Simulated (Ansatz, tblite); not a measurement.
Cost and result up the ladder for Sn2H4⁺ (the lowest doublet isomer of a short search) (6 atoms). Charge 1, multiplicity 2. Geometry: B3LYP-D4/def2-TZVP.

Cartesian coordinates in Å:
```
Sn -1.277 -0.454 0.145
Sn 1.277 0.455 -0.145
H -2.537 0.673 0.305
H 2.529 -0.678 -0.320
H 1.528 2.014 -0.768
H -1.519 -2.009 0.784
```

Ansatz on 4 threads of Arm Neoverse V2 on a shared host; xTB runs through tblite on one thread. Times are rough, summed over both states, and most runs start from the orbitals of an earlier one. CCSD(T)/def2-TZVPP serves as the yardstick here, not as an exact answer. The other state is a quartet at its own geometry, which has other bonds, so the gap mixes isomer and spin.

In the def2 sets Sn takes a core potential; there is no spin–orbit coupling. The xTB rows come from tblite. LC-ωPBE has ω = 0.4 bohr⁻¹. Correlated methods freeze 8 core orbitals; core or outer-core shells of Sn are correlated, in sets that lack core-valence functions. The structure comes from a short search, and lower isomers may exist.

Correlated methods converge slowly with the basis.

xTB has no spin-polarisation term.

```json
{"level": "GFN2-xTB", "functions": "22", "wall time": "0.004 s"}
{"level": "GFN1-xTB", "functions": "26", "wall time": "0.007 s"}
{"level": "LDA (SPW92)/def2-TZVP", "functions": "124", "wall time": "1.4 s"}
{"level": "HF/def2-TZVP", "functions": "124", "wall time": "1.7 s"}
{"level": "PBE-D4/def2-TZVP", "functions": "124", "wall time": "2.5 s"}
{"level": "MP2/def2-TZVP", "functions": "124", "wall time": "2.6 s"}
{"level": "LC-ωPBE/def2-TZVP", "functions": "124", "wall time": "3.4 s"}
{"level": "PBE0-D4/def2-TZVP", "functions": "124", "wall time": "5.2 s"}
{"level": "RPA@PBE/def2-TZVP", "functions": "124", "wall time": "5.3 s"}
{"level": "r2SCAN-D4/def2-TZVP (with forces)", "functions": "124", "wall time": "6.2 s"}
{"level": "r2SCAN0-D4/def2-TZVP", "functions": "124", "wall time": "6.9 s"}
{"level": "ωB97M-V/def2-TZVP", "functions": "124", "wall time": "12 s"}
{"level": "CCSD(T)/def2-TZVPP", "functions": "156", "wall time": "3.5 min"}
```

Question: Estimate what each level gives for the quartet − doublet (eV).

Answer: 
| level | quartet − doublet (eV) | difference from CCSD(T)/def2-TZVPP (eV) |
| --- | --- | --- |
| GFN2-xTB | 1.86 | -0.17 |
| GFN1-xTB | 2.81 | 0.78 |
| LDA (SPW92)/def2-TZVP | 2.23 | 0.20 |
| HF/def2-TZVP | 1.37 | -0.66 |
| PBE-D4/def2-TZVP | 1.92 | -0.11 |
| MP2/def2-TZVP | 2.06 | 0.03 |
| LC-ωPBE/def2-TZVP | 1.96 | -0.06 |
| PBE0-D4/def2-TZVP | 1.95 | -0.08 |
| RPA@PBE/def2-TZVP | 1.94 | -0.09 |
| r2SCAN-D4/def2-TZVP (with forces) | 1.83 | -0.19 |
| r2SCAN0-D4/def2-TZVP | 1.84 | -0.19 |
| ωB97M-V/def2-TZVP | 2.01 | -0.01 |
| CCSD(T)/def2-TZVPP | 2.02 | 0.00 |
